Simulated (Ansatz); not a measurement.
Geometry optimisation, Ansatz 0.2.0, UKS r2SCAN-D4/def2-SVP.

The input (input.yaml):

```yaml
crystal:
  periodic: [false, false, false]
  atoms:
    - { symbol: Zn, position_ang: [0.004951, -0.0947, 0.00203] }
    - { symbol: Cl, position_ang: [0.01809, -0.019937, 2.198059] }
    - { symbol: O, position_ang: [-0.06959, -0.018935, -1.755272] }
    - { symbol: H, position_ang: [0.272535, -0.803207, -2.204997] }
    - { symbol: "N", position_ang: [0.360124, -0.230729, 5.103989] }
    - { symbol: H, position_ang: [-0.614859, -0.535682, 4.93171] }
    - { symbol: H, position_ang: [0.283449, 0.78579, 4.917382] }
magnetization:
  spin_polarized: true
  initial_magnetization: 1
basis:
  gaussian: { orbitals: def2-SVP }
hamiltonian:
  xc: r2scan
  dispersion: d4
relax:
  f_tol: 0.03
  max_steps: 50
```

Run as:

```bash
$ ansatz run input.yaml --threads 4 --pin off --max-ram 5120MiB --backend cpu --events-out ev --progress --plain --runs-dir out
```

Q: Where does it end, and by what steps?

A: The forces met the threshold. The force dipped under the threshold on the way, but the program's further checks kept it going. After 10 steps the energy has fallen by 0.106 eV; N5 moved furthest, 0.47 Å.

```
step  energy less start (eV)  largest force component (eV/Å)  accepted
   0                  0.0000                           1.405       yes
   1                 -0.0668                           0.855       yes
   2                 -0.0493                           1.557        no
   3                 -0.0823                           0.753       yes
   4                 -0.1034                           0.059       yes
   5                 -0.1055                           0.030       yes
   6                  0.0647                           3.201        no
   7                 -0.0892                           1.063        no
   8                 -0.1051                           0.084        no
   9                 -0.1060                           0.067       yes
  10                 -0.1062                           0.006       yes
```

```xyz
7
Properties=species:S:1:pos:R:3
Zn -0.060 -0.057 -0.038
Cl -0.139 0.092 2.053
O -0.064 -0.048 -1.797
H 0.337 -0.826 -2.206
N 0.134 -0.083 5.493
H -0.442 -0.642 4.839
H 0.489 0.647 4.850
```

Whether the end is a true minimum wasn't checked by a vibrational analysis.

Time of the run: 40 s on 4 threads of Arm Neoverse V1 (shared host), peak memory 0.23 GiB.
